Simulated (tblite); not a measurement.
Start geometry of `[CH2+][C](CC)O[SiH3]` [radical] from a force field or distance geometry (Å):
```
atom  x, y, z in Å
C1    -0.6285    1.9736    0.5419
C2    -0.0580    0.6745    0.4403
C3    -0.9146   -0.5577    0.5224
C4    -1.4718   -0.9360   -0.8555
O5     1.2719    0.6060    0.8333
Si6    2.3650   -0.2522   -0.0902
H7     0.0010    2.8470    0.6618
H8    -1.6998    2.1147    0.4384
H9    -1.7574   -0.3769    1.2042
H10   -0.3736   -1.4010    0.9454
H11   -2.0851   -0.1432   -1.2762
H12   -0.6682   -1.1727   -1.5501
H13   -2.1059   -1.8334   -0.7494
H14    2.4179    0.2810   -1.4762
H15    1.9809   -1.6775   -0.1311
H16    3.7185   -0.1373    0.5295
```

Q: What comes out of this run: GFN2-xTB geometry optimisation, gas phase (tblite 0.8.0)?

A: 
```
atom  x, y, z in Å
C1    -0.6561    1.9422    0.6049
C2    -0.0997    0.6928    0.4536
C3    -0.9229   -0.5430    0.5637
C4    -1.4653   -0.8895   -0.8342
O5     1.1661    0.6056    0.1684
Si6    2.4302   -0.3996   -0.1834
H7    -0.0420    2.8278    0.5662
H8    -1.7088    2.0646    0.7923
H9    -1.7641   -0.3784    1.2375
H10   -0.3177   -1.3672    0.9409
H11   -2.0719   -0.0800   -1.2324
H12   -0.6472   -1.0828   -1.5246
H13   -2.0876   -1.7775   -0.7603
H14    2.7418    0.1119   -1.5236
H15    2.0656   -1.8094   -0.1082
H16    3.3722    0.0914    0.8278
```

The energy falls by 79.8 kJ/mol over 67 L-BFGS steps, the largest force on an atom goes from 3.59 to 0.009 eV/Å, and the atoms move by 0.261 Å rms after alignment. The bond that changes most is C2–O5 (ends: carbon bonded to 2 C and O; oxygen bonded to C and Si), which shortens by 0.088 Å. Bonds longer at the end by more than 0.005 Å: 1 of 15; shorter: 10. Among the angles that change most is C2–O5–Si6, from 119.7° to 146.3°. Among the dihedrals that turn most is C3–C2–O5–Si6, from 70° to 1°. Rotational constants go from 3873, 1940, 1450 to 4095, 1906, 1438 MHz. The orientation of the end geometry is arbitrary; only internal coordinates are fixed.

Hardware: an Intel Xeon at 2.50 GHz with one thread, no GPU, on a shared host. Cost: 1.1 s.

Its GFN2-xTB frequencies are all real (lowest 35 cm⁻¹). 3 starts were optimised and ended at 0.00, 0.08 and 0.12 kcal/mol (GFN2-xTB); the lowest of these is shown.

One conformer stands for the species.

The numbers are calculated, not measured.
